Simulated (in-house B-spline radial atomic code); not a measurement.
Radial electron density of Se, [Ar] 3d10 4s2 (4p1/2)1 (4p3/2)2 (7g7/2)1. Level of theory: Dirac-Hartree-Fock, average of the jj configuration, Fermi nucleus of rms radius 4.14 fm; calculated with an all-electron radial atomic-structure program (B-spline basis).

Columns: r (bohr), 4πr²n(r) (electrons per bohr), bar.

```
 0.00175    1.124 #
 0.00231    1.853 ##
 0.00303    2.985 ###
 0.00398    4.747 ####
 0.00523    7.403 #######
 0.00688    11.26 ##########
 0.00904    16.51 ###############
  0.0119    23.18 #####################
  0.0156    30.54 ###########################
  0.0205     37.4 #################################
   0.027     41.7 #####################################
  0.0354    41.69 #####################################
  0.0466    37.92 ##################################
  0.0612    34.48 ###############################
  0.0805    36.67 ################################
   0.106    44.69 ########################################
   0.139    49.68 ############################################
   0.183    43.02 ######################################
    0.24    30.35 ###########################
   0.315    26.39 #######################
   0.415    31.86 ############################
   0.545    31.39 ############################
   0.716    20.41 ##################
   0.941      9.3 ########
    1.24    4.566 ####
    1.63    3.472 ###
    2.14    2.399 ##
    2.81    1.078 #
    3.69   0.2812 
    4.85  0.03741 
    6.37 0.002212 
    8.37 0.0006089 
      11 0.002671 
    14.5 0.007844 
      19  0.01002 
      25  0.00105 
    32.8 0.007923 
    43.1 0.007908 
    56.7 0.007545 
    74.5  0.02499 
    97.9 0.004092 
     129 5.033e-05 
     169 3.587e-08 
     222 5.675e-13
```

On this grid the curve has 6 maxima, near 0.027, 0.139, 0.415, 19, 32.8, 74.5 bohr.

The 4p3/2 radial function P(r) = rR(r), positive near the nucleus, with its small component Q(r) (sign convention: Q ≈ (P' + κP/r)/2c):

```csv
r (bohr),P,Q
0.00303,0.001041,-6.482e-05
0.00523,0.002963,-0.0001844
0.00904,0.008228,-0.0005121
0.0156,0.02173,-0.001353
0.027,0.05317,-0.003319
0.0466,0.1122,-0.007107
0.0805,0.1817,-0.01221
0.139,0.1613,-0.01418
0.24,-0.07719,-0.00671
0.415,-0.32,0.004931
0.716,-0.03999,0.005731
1.24,0.5807,-0.0007617
2.14,0.7049,-0.003203
3.69,0.2827,-0.00134
6.37,0.02705,-0.0001252
```
